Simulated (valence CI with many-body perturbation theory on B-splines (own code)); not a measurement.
# E1 line list for Sm⁵⁵⁺

Computed by configuration interaction combined with many-body perturbation theory (CI+MBPT): five valence electrons over a frozen Dirac-Fock core [He], a basis of 11 s, 11 p, 10 d, 8 f, 5 g, 2 h functions for each j, with the one-electron correlation potential Σ1, the two-electron term Σ2, the three-electron term Σ3, Breit, model QED; selected CI, second order for the rest, scaled by the run's own slope (own B-spline code, finite nucleus).

No measured spectrum was set against this ion. As an estimate, large intervals hold to a few tenths of a per cent, small ones and those within an open d or f shell to about a per cent. Among the levels kept, up to 7200 cm⁻¹ of a level comes from second order outside the variational space, and about a tenth of that is noise between levels of different J, which matters for small intervals.

Lines 201 to 250 of 600 in falling wavelength, among levels below 8297.8 eV, chosen from the strongest by gf and those to the six lowest levels. Wavelengths and rates use the calculated energies. Electric multipoles are in the length gauge, E1 and E2 with the static RPA response of the core. Weak lines are less certain than strong ones. Lines between different terms over intervals too small for the method are left out, as are lines whose strength nearly cancels. The highest levels of a list are the least certain.

Levels are named by their leading jj configuration (3d3/2^4 stands for four electrons in 3d with j = 3/2), which in mixed levels can hold well under half, so a name can repeat and another be missing. Letters in brackets count levels of one name in rising energy.

```
λ vac (Å)                               Upper                               Lower   A (s⁻¹)  log gf  Branch %
    14.69  (2s 2p1/2 2p3/2^2 3d3/2) J=7/2 [a]  (2s^2 2p1/2 2p3/2 3d3/2) J=5/2 [a]  3.85e+11   -1.00       0.1
    14.57         (2s 2p1/2 2p3/2^2 3s) J=7/2         (2s^2 2p1/2 2p3/2 3s) J=5/2  5.21e+11   -0.88       1.6
    14.55     (2s 2p1/2 2p3/2^2 3d5/2) J=11/2      (2s^2 2p1/2 2p3/2 3d5/2) J=9/2  4.52e+11   -0.76      92.7
    14.52  (2s 2p1/2 2p3/2^2 3d3/2) J=7/2 [b]  (2s^2 2p1/2 2p3/2 3d3/2) J=5/2 [b]  3.47e+11   -1.06       0.1
    14.48  (2s 2p1/2 2p3/2^2 3p1/2) J=5/2 [b]  (2s^2 2p1/2 2p3/2 3p1/2) J=3/2 [b]  4.87e+11   -1.04       0.4
    14.47  (2s 2p1/2 2p3/2^2 3d5/2) J=9/2 [a]      (2s^2 2p1/2 2p3/2 3d3/2) J=7/2  2.46e+11   -1.11      27.0
    14.47      (2s 2p1/2 2p3/2^2 3p3/2) J=9/2      (2s^2 2p1/2 2p3/2 3p3/2) J=7/2  4.68e+11   -0.83      33.5
    14.43      (2s 2p1/2 2p3/2^2 3p1/2) J=7/2      (2s^2 2p1/2 2p3/2 3p1/2) J=5/2  5.10e+11   -0.90       0.2
    14.16          (2s 2p1/2^2 2p3/2^2) J=5/2          (2s^2 2p1/2^2 2p3/2) J=3/2  5.69e+11   -0.99      94.3
    14.15       (2p1/2^2 2p3/2^2 3p3/2) J=5/2  (2s 2p1/2^2 2p3/2 3p3/2) J=3/2 [b]  9.59e+11   -0.76       0.5
    14.09       (2p1/2^2 2p3/2^2 3d3/2) J=5/2  (2s 2p1/2^2 2p3/2 3d5/2) J=3/2 [a]  4.22e+11   -1.12       1.4
    14.00               (2s 2p3/2^3 3s) J=5/2             (2s^2 2p3/2^2 3s) J=5/2  1.90e+12   -0.47       7.7
    13.96       (2p1/2^2 2p3/2^2 3p1/2) J=5/2  (2s 2p1/2^2 2p3/2 3p1/2) J=3/2 [b]  8.12e+11   -0.85       0.2
    13.93       (2p1/2^2 2p3/2^2 3p3/2) J=7/2  (2s 2p1/2^2 2p3/2 3p3/2) J=5/2 [b]  1.63e+12   -0.42       0.9
    13.92  (2s 2p1/2 2p3/2^2 3p3/2) J=5/2 [b]  (2s^2 2p1/2 2p3/2 3p3/2) J=3/2 [a]  4.75e+11   -1.08       0.2
    13.88       (2p1/2^2 2p3/2^2 3d3/2) J=5/2  (2s 2p1/2^2 2p3/2 3d3/2) J=5/2 [b]  5.19e+11   -1.05       1.8
    13.86       (2p1/2^2 2p3/2^2 3d3/2) J=7/2  (2s 2p1/2^2 2p3/2 3d3/2) J=5/2 [b]  1.39e+12   -0.49      12.9
    13.80        (2s 2p1/2 2p3/2^3) J=3/2 [a]          (2s^2 2p1/2 2p3/2^2) J=3/2  1.91e+12   -0.66      94.9
    13.73  (2s 2p1/2 2p3/2^2 3p3/2) J=5/2 [e]     (2s 2p1/2^2 2p3/2 3s) J=3/2 [b]  6.47e+11   -0.96       1.1
    13.65  (2s 2p1/2 2p3/2^2 3d5/2) J=7/2 [c]  (2s^2 2p1/2 2p3/2 3d5/2) J=5/2 [b]  4.44e+11   -1.00       0.8
    13.64       (2p1/2^2 2p3/2^2 3d3/2) J=5/2  (2s 2p1/2^2 2p3/2 3d3/2) J=3/2 [b]  7.02e+11   -0.93       2.4
    13.62  (2s 2p1/2 2p3/2^2 3p3/2) J=7/2 [c]  (2s^2 2p1/2 2p3/2 3p3/2) J=5/2 [b]  6.30e+11   -0.85       0.4
    13.60   (2p1/2^2 2p3/2^2 3p3/2) J=3/2 [a]  (2s 2p1/2^2 2p3/2 3p3/2) J=1/2 [b]  1.39e+12   -0.81       0.7
    13.58  (2s 2p1/2^2 2p3/2 3d3/2) J=3/2 [b]          (2s^2 2p1/2^2 3d3/2) J=3/2  1.27e+12   -0.85       1.0
    13.58  (2s 2p1/2 2p3/2^2 3d5/2) J=9/2 [c]  (2s^2 2p1/2 2p3/2 3d5/2) J=7/2 [b]  7.29e+11   -0.70      11.6
    13.58            (2s 2p1/2 2p3/2^3) J=5/2          (2s^2 2p1/2 2p3/2^2) J=5/2  1.90e+12   -0.50      93.4
    13.56  (2s 2p1/2 2p3/2^2 3d5/2) J=5/2 [d]  (2s^2 2p1/2 2p3/2 3d5/2) J=5/2 [b]  7.86e+11   -0.89       0.2
    13.54          (2p1/2^2 2p3/2^2 3s) J=3/2         (2s 2p1/2^2 2p3/2 3s) J=1/2  1.22e+12   -0.87       1.2
    13.53  (2s 2p1/2 2p3/2^2 3p3/2) J=1/2 [d]  (2s^2 2p1/2 2p3/2 3p3/2) J=1/2 [b]  1.36e+12   -1.13       2.0
    13.49  (2s 2p1/2 2p3/2^2 3d5/2) J=3/2 [d]      (2s^2 2p1/2 2p3/2 3d5/2) J=1/2  1.05e+12   -0.94       1.0
    13.48  (2s^2 2p1/2 2p3/2 3d3/2) J=3/2 [b]          (2s^2 2p1/2^2 3p1/2) J=1/2  8.14e+11   -1.05       0.1
    13.48  (2s 2p1/2^2 2p3/2 3d5/2) J=7/2 [b]          (2s^2 2p1/2^2 3d5/2) J=5/2  2.14e+12   -0.33       1.1
    13.47  (2s 2p1/2 2p3/2^2 3d5/2) J=7/2 [e]  (2s^2 2p1/2 2p3/2 3d5/2) J=7/2 [b]  1.53e+12   -0.48       0.2
    13.47      (2s 2p1/2^2 2p3/2 3p1/2) J=1/2          (2s^2 2p1/2^2 3p1/2) J=1/2  1.59e+12   -1.06       0.2
    13.46            (2s 2p1/2 2p3/2^3) J=1/2          (2s^2 2p1/2 2p3/2^2) J=1/2  1.37e+12   -1.13      26.1
    13.46  (2s 2p1/2 2p3/2^2 3p3/2) J=5/2 [c]  (2s^2 2p1/2 2p3/2 3p3/2) J=5/2 [a]  8.43e+11   -0.86       0.9
    13.45  (2s 2p1/2^2 2p3/2 3p3/2) J=5/2 [b]          (2s^2 2p1/2^2 3p3/2) J=3/2  2.37e+12   -0.41       2.0
    13.45  (2s 2p1/2 2p3/2^2 3d5/2) J=5/2 [e]  (2s^2 2p1/2 2p3/2 3d5/2) J=3/2 [b]  1.16e+12   -0.73       0.4
    13.43  (2s 2p1/2 2p3/2^2 3d5/2) J=7/2 [c]  (2s^2 2p1/2 2p3/2 3d5/2) J=5/2 [a]  4.91e+11   -0.97       0.9
    13.43  (2s 2p1/2 2p3/2^2 3p3/2) J=3/2 [f]  (2s^2 2p1/2 2p3/2 3p3/2) J=1/2 [b]  8.15e+11   -1.05       0.9
    13.43  (2s 2p1/2 2p3/2^2 3p3/2) J=3/2 [c]  (2s^2 2p1/2 2p3/2 3p3/2) J=5/2 [a]  1.35e+12   -0.83       1.6
    13.42  (2s 2p1/2 2p3/2^2 3d5/2) J=7/2 [b]      (2s^2 2p1/2 2p3/2 3d3/2) J=7/2  1.16e+12   -0.60       0.4
    13.42  (2s 2p1/2 2p3/2^2 3d5/2) J=3/2 [d]  (2s^2 2p1/2 2p3/2 3d5/2) J=3/2 [b]  7.75e+11   -1.08       0.7
    13.42         (2s 2p1/2^2 2p3/2 3s) J=1/2             (2s^2 2p1/2^2 3s) J=1/2  1.68e+12   -1.04       2.1
    13.41  (2s 2p1/2 2p3/2^2 3d3/2) J=5/2 [e]  (2s 2p1/2^2 2p3/2 3p1/2) J=3/2 [b]  4.60e+11   -1.13       0.1
    13.39     (2s 2p1/2 2p3/2^2 3s) J=1/2 [a]     (2s^2 2p1/2 2p3/2 3s) J=3/2 [a]  1.79e+12   -1.02       2.7
    13.38  (2s 2p1/2 2p3/2^2 3p3/2) J=5/2 [f]  (2s^2 2p1/2 2p3/2 3p3/2) J=5/2 [b]  2.17e+12   -0.46       4.2
    13.36               (2p1/2 2p3/2^4) J=1/2        (2s 2p1/2 2p3/2^3) J=3/2 [b]  5.45e+12   -0.53      66.6
    13.36     (2s 2p1/2 2p3/2^2 3s) J=3/2 [c]         (2s^2 2p1/2 2p3/2 3s) J=5/2  1.63e+12   -0.76       2.9
    13.35  (2s 2p1/2^2 2p3/2 3d3/2) J=5/2 [b]          (2s^2 2p1/2^2 3d3/2) J=3/2  2.13e+12   -0.47       2.7
```

(1) How does gf follow from A for the line at 13.93 Å?

Results:

(1) gf = 1.4992 × (2J+1)_upper × A / σ², with σ = 7177163 cm⁻¹ and 2J+1 = 8: gf = 0.379.
